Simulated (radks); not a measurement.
The numbers below are computed, except where a source is named.
Species: Au. Configuration: [Xe] 4f14 5d10 6d1 (not the ground configuration).

Level of theory: Dirac Kohn-Sham, PBE, spin-unpolarised, spherical densities, point nucleus; open shells fill j = l - 1/2 first (a radial shooting solver on a logarithmic mesh with Libxc functionals).

Energy parts (eV):
total: -518317.26
kinetic: 595712.90
electron-nucleus: -1305401.95
Hartree: 201313.37
exchange-correlation: -9941.58

Orbitals (lengths in bohr, moments of r in powers of bohr; r(max) is where P^2 peaks; r(90%) holds 90 % of the orbital's charge):
orbital,occ.,eigenvalue (eV),<r>,r(max),r(90%),<r^2>
1s1/2,2,-80662.02,0.01686,0.01041,0.0308,0.0003930
2s1/2,2,-14224.54,0.07044,0.06037,0.110,0.005935
2p1/2,2,-13638.42,0.05798,0.04446,0.0967,0.004202
2p3/2,4,-11802.50,0.06653,0.05184,0.108,0.005390
3s1/2,2,-3361.117,0.1833,0.1699,0.270,0.03855
3p1/2,2,-3098.100,0.1736,0.1586,0.261,0.03516
3p3/2,4,-2692.960,0.1893,0.1736,0.283,0.04159
3d3/2,4,-2257.279,0.1648,0.1352,0.256,0.03190
3d5/2,6,-2170.226,0.1696,0.1393,0.263,0.03365
4s1/2,2,-733.7686,0.4069,0.3831,0.584,0.1870
4p1/2,2,-621.6621,0.4094,0.3814,0.595,0.1909
4p3/2,4,-524.5117,0.4434,0.4122,0.643,0.2236
4d3/2,4,-341.3666,0.4519,0.4052,0.675,0.2362
4d5/2,6,-323.2780,0.4631,0.4147,0.691,0.2479
5s1/2,2,-113.6045,0.9284,0.8492,1.33,0.9677
4f5/2,6,-88.4672,0.4953,0.3733,0.796,0.2975
4f7/2,8,-84.6566,0.5023,0.3779,0.807,0.3061
5p1/2,2,-77.3428,1.005,0.8978,1.46,1.142
5p3/2,4,-60.9026,1.104,0.9782,1.61,1.381
5d3/2,4,-13.2991,1.537,1.193,2.40,2.812
5d5/2,6,-11.7329,1.607,1.233,2.53,3.090
6d3/2,1,-0.7190,10.35,9.349,15.3,121.1
6d5/2,0,-0.7079,10.46,9.458,15.4,123.6

The highest occupied level is 6d3/2 at -0.719 eV. The density falls to 0.001 e/bohr^3 at r = 3.84 bohr.
